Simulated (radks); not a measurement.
Rh4+, 41 electrons, occupied as [Ar] 3d10 4p6 4d5 4f2 (not the ground configuration). Calculated with a radial shooting solver on a logarithmic mesh with Libxc functionals: Dirac Kohn-Sham, PBE, spin-unpolarised, spherical densities, point nucleus; open shells fill j = l - 1/2 first.

Normalised radial functions P(r) = r R(r) (large component), r in bohr:

r,3d5/2,4f5/2,4f7/2
0.001703,0.0000,0.0000,0.0000
0.002254,0.0000,0.0000,0.0000
0.002982,0.0001,0.0000,0.0000
0.003977,0.0001,0.0000,0.0000
0.005263,0.0003,0.0000,0.0000
0.006963,0.0007,0.0000,0.0000
0.009213,0.0016,0.0000,0.0000
0.01229,0.0037,0.0000,0.0000
0.01626,0.0080,0.0000,0.0000
0.02151,0.0171,0.0000,0.0000
0.02846,0.0356,0.0001,0.0001
0.03766,0.0723,0.0002,0.0002
0.05023,0.1438,0.0005,0.0005
0.06646,0.2672,0.0012,0.0012
0.08794,0.4668,0.0031,0.0030
0.1164,0.7550,0.0073,0.0072
0.1552,1.1207,0.0168,0.0165
0.2053,1.4616,0.0351,0.0347
0.2717,1.6559,0.0684,0.0678
0.3595,1.5832,0.1232,0.1223
0.4794,1.2224,0.2070,0.2059
0.6344,0.7398,0.3148,0.3135
0.8394,0.3311,0.4389,0.4376
1.111,0.1012,0.5541,0.5530
1.481,0.0180,0.6311,0.6305
1.96,0.0018,0.6394,0.6394
2.593,0.0001,0.5610,0.5615
3.431,0.0000,0.3966,0.3973
4.576,0.0000,0.1993,0.1998
6.055,0.0000,0.0643,0.0646
8.012,0.0000,0.0110,0.0111

3d5/2: eigenvalue -373.25 eV, 0 radial nodes, <r> = 0.370 bohr, 90 % of the charge inside 0.588 bohr. 4f5/2: eigenvalue -23.132 eV, 0 radial nodes, <r> = 2.25 bohr, 90 % of the charge inside 3.62 bohr. 4f7/2 (empty): eigenvalue -23.115 eV, 0 radial nodes, <r> = 2.25 bohr, 90 % of the charge inside 3.63 bohr.
